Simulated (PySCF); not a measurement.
Dipole polarisabilities along the 4p block

Calculated with PySCF 2.14 for the ground configurations, without spin-orbit coupling: coupled response for Hartree-Fock and DFT. Mean α in bohr³, C₆ of like pairs in atomic units.

| species | α UHF | α PBE | α PBE0 | α recommended (Schwerdtfeger and Nagle) | C₆ UHF | C₆ PBE | C₆ PBE0 |
| --- | --- | --- | --- | --- | --- | --- | --- |
| Ga [Ar] 3d10 4s2 4p1 (aug-cc-pVQZ-PP with one added diffuse shell each of s, p, d, f, g type with ECP10MDF, ECP) | 57.43 | 64.97 | 59.93 | 50 ± 3 | 501.8 | 545.5 | 506.3 |
| Ge [Ar] 3d10 4s2 4p2 (aug-cc-pVQZ-PP with one added diffuse shell each of s, p, d, f, g type with ECP10MDF, ECP) | 41.28 | 46.51 | 43.59 | 40 ± 1 | 361.4 | 405.3 | 378.4 |
| As [Ar] 3d10 4s2 4p3 (aug-cc-pVQZ-PP with one added diffuse shell each of s, p, d, f, g type with ECP10MDF, ECP) | 30.33 | 33.91 | 32.09 | 30 ± 1 | 256.7 | 289.5 | 272.0 |
| Se [Ar] 3d10 4s2 4p4 (aug-cc-pVQZ-PP with one added diffuse shell each of s, p, d, f, g type with ECP10MDF, ECP) | 25.22 | 28.27 | 26.79 | 28.9 ± 1 | 207.7 | 236.6 | 222.5 |
| Br [Ar] 3d10 4s2 4p5 (aug-cc-pVQZ-PP with one added diffuse shell each of s, p, d, f, g type with ECP10MDF, ECP) | 20.33 | 22.71 | 21.61 | 21 ± 1 | 161.8 | 184.2 | 173.9 |
| Kr [Kr] (aug-cc-pVQZ-PP with one added diffuse shell each of s, p, d, f, g type with ECP10MDF, ECP) | 16.44 | 18.29 | 17.47 | 16.78 ± 0.02 | 125.7 | 142.6 | 135.1 |

Hartree-Fock lacks correlation. All values carry a basis error.
